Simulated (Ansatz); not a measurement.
Consider the isomerisation: `CC1C[SiH2]S1` → `C=C[SiH](C)S`.

Program: Ansatz. Geometries: PBE0-D4/def2-TZVP. ΔE: electronic, gas phase. CBS: MP2 limit from def2 TZ/QZ plus the TZ coupled-cluster correction, frozen cores. DFT in def2-TZVPP. B3LYP here is the variant with VWN-RPA as its local correlation; programs differ in this. One conformer a species, not always the lowest.

`CC1C[SiH2]S1`:

Z-matrix (Å, degrees):
```
C
C 1 1.509
H 1 1.095 2 109.9
H 1 1.092 2 111.4 3 119.9
H 1 1.092 2 110.6 3 -119.7
C 2 1.544 1 115.4 3 62.8
S 2 1.868 1 112.2 3 179.4
H 2 1.092 1 110.0 3 -62.3
Si 6 1.876 2 93.9 1 138.5
H 6 1.091 2 114.0 1 -96.8
H 6 1.093 2 110.0 1 25.2
H 9 1.487 6 118.3 2 -130.2
H 9 1.489 6 115.4 2 100.1
```

`C=C[SiH](C)S`:

Cartesian coordinates in Å:
```
C -0.236 0.546 2.213
C 0.199 -0.225 1.220
Si 0.099 0.294 -0.560
C -0.829 -0.928 -1.617
S 2.062 0.404 -1.423
H -0.175 0.243 3.255
H -0.677 1.521 2.025
H 0.640 -1.190 1.466
H -0.555 1.632 -0.584
H -0.360 -1.914 -1.575
H -1.859 -1.024 -1.266
H -0.850 -0.604 -2.660
H 2.542 1.245 -0.493
```

| level | ΔE (kJ/mol) | difference from CCSD(T)/CBS |
| --- | --- | --- |
| B3LYP-D4 | -34.2 | -10.6 |
| B2PLYP | -30.9 | -7.3 |
| PBE | -17.5 | 6.1 |
| B3LYP | -38.6 | -15.0 |
| SCS-MP2/def2-TZVPP | -20.4 | 3.2 |
| CCSD(T)/def2-TZVPP | -24.4 | -0.8 |
| MP2/def2-QZVPP | -13.5 | 10.1 |
| SCS-MP2/def2-QZVPP | -20.3 | 3.3 |
| MP2/CBS(def2) | -13.1 | 10.5 |
| CCSD/CBS(def2) | -25.7 | -2.1 |
| CCSD(T)/CBS | -23.6 | 0 |

Largest T1 diagnostic among the species: 0.011.

In def2-TZVPP, CCSD(T) changes the Hartree–Fock value by +22.2 kJ/mol (the triples alone add +2.1 kJ/mol) and MP2 by +32.8 kJ/mol. The D4 term adds +4.4 kJ/mol with B3LYP and +1.8 kJ/mol with PBE0; it sums over pairs of atoms, weighted by their polarisabilities, and B3LYP, whose exchange is more repulsive, gets the larger term. From PBE to PBE0 (25 % exact exchange), in def2-TZVPP and without D4, ΔE moves by +5.9 kJ/mol.
